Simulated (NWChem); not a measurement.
Molecule: ZnF, doublet; SMILES [F][Zn]

Results from NWChem. Spin-unrestricted. Medium grid unless said otherwise, to which SCAN and Minnesota functionals are sensitive. Structure relaxed at the PBE0-D3(BJ)/def2-TZVP, spin-unrestricted level. The spin multiplicity was typed, not searched, and may not be the lowest. No stability test was run on the SCF state. Total energies of different functionals are on different scales.

```
level            energy (Ha)  highest occupied level (eV)  lowest empty minus highest occupied level, either spin (eV)  dipole (D)   <S²>
---------------  -----------  ---------------------------  -----------------------------------------------------------  ----------  -----
B3LYP/def2-SVP    -1878.9296                        -6.21                                                         2.48        3.13  0.752
M06-2X/def2-SVP   -1878.8318                        -7.30                                                         3.62        3.35  0.752
MN15-L/def2-SVP   -1878.7468                        -5.52                                                         2.05        3.23  0.753
B3PW91/def2-SVP   -1878.8550                   (withheld)                                                   (withheld)        3.20  0.752
PW6B95/def2-SVP   -1879.8865                        -6.43                                                         3.09        3.26  0.752
```

Task: What belongs in the gaps?

Result: 
- B3PW91/def2-SVP, highest occupied level (eV): -6.27
- B3PW91/def2-SVP, lowest empty minus highest occupied level, either spin (eV): 2.96
